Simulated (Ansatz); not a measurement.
Gas-phase electronic energies from Ansatz, PBE0-D4/def2-TZVP geometries. CBS: MP2 limit from def2 TZ/QZ plus the TZ coupled-cluster correction, frozen cores. Functionals use def2-TZVPP. One conformer a species, not always the lowest.

`[CH3][Al]([SiH3])[O][SiH3]` + CH₃NH₂ → `CN[SiH3]` + `[CH3][AlH][O][SiH3]`  (cleavage of the Si–Al bond)

`[CH3][Al]([SiH3])[O][SiH3]`:

Cartesian coordinates in Å:
```
C 2.435 0.202 -0.590
Al 0.584 0.177 -0.001
Si -0.355 1.524 1.824
O -0.507 -0.850 -0.788
Si -1.892 -1.609 -1.167
H 2.642 -0.572 -1.333
H 3.121 0.063 0.252
H 2.685 1.172 -1.035
H -1.593 2.236 1.394
H -0.730 0.661 2.982
H 0.599 2.551 2.333
H -2.986 -1.220 -0.234
H -1.701 -3.082 -1.085
H -2.302 -1.255 -2.552
```

CH₃NH₂:

```xyz
7

C    -0.421    0.225    0.308
N     0.412   -0.453   -0.670
H     0.121    0.707    1.135
H    -1.125   -0.489    0.742
H    -1.015    0.994   -0.193
H     0.963   -1.178   -0.228
H     1.065    0.194   -1.093
```

`CN[SiH3]`:

Z-matrix (Å, degrees):
```
C
N 1 1.447
H 1 1.093 2 109.5
H 1 1.094 2 110.9 3 -117.8
H 1 1.098 2 113.8 3 120.2
Si 2 1.716 1 123.0 3 -36.9
H 2 1.007 1 113.6 3 170.5
H 6 1.486 2 107.4 1 175.3
H 6 1.488 2 108.6 1 55.3
H 6 1.496 2 115.3 1 -64.3
```

`[CH3][AlH][O][SiH3]`:

Cartesian coordinates in Å:
```
C 1.514 -1.351 -0.872
Al 1.135 -0.025 0.496
O -0.404 0.662 0.592
Si -1.936 1.168 0.444
H 0.831 -1.280 -1.721
H 1.415 -2.362 -0.460
H 2.539 -1.265 -1.244
H 2.187 0.462 1.572
H -2.772 0.598 1.535
H -2.512 0.740 -0.862
H -1.998 2.652 0.520
```

```json
{"species": "`[CH3][Al]([SiH3])[O][SiH3]`", "LC-ωPBE energy (Eh)": "-940.00045"}
{"species": "CH₃NH₂", "LC-ωPBE energy (Eh)": "-95.84320"}
{"species": "`CN[SiH3]`", "LC-ωPBE energy (Eh)": "-386.47127"}
{"species": "`[CH3][AlH][O][SiH3]`", "LC-ωPBE energy (Eh)": "-649.38524"}
```

(1) Work out ΔE.

Largest T1 diagnostic among the species: 0.012.

Answers

(1) ΔE = (-386.47127) + (-649.38524) − (-940.00045) − (-95.84320) = -0.01286 Eh = -33.8 kJ/mol. CCSD(T)/CBS gives -36.1 kJ/mol.

From PBE to PBE0 (25 % exact exchange), in def2-TZVPP and without D4, ΔE moves by −6.1 kJ/mol. Leaving LDA and LC-ωPBE aside and taking each functional with its dispersion term where it has one, the values, not all of them listed here, spread over 25.7 kJ/mol, from CAM-B3LYP-D4 to PBE-D4. LDA lies −7.8 kJ/mol from PBE without D4. In def2-TZVPP, CCSD(T) changes the Hartree–Fock value by +18.0 kJ/mol (the triples alone add +2.4 kJ/mol) and MP2 by +7.7 kJ/mol.
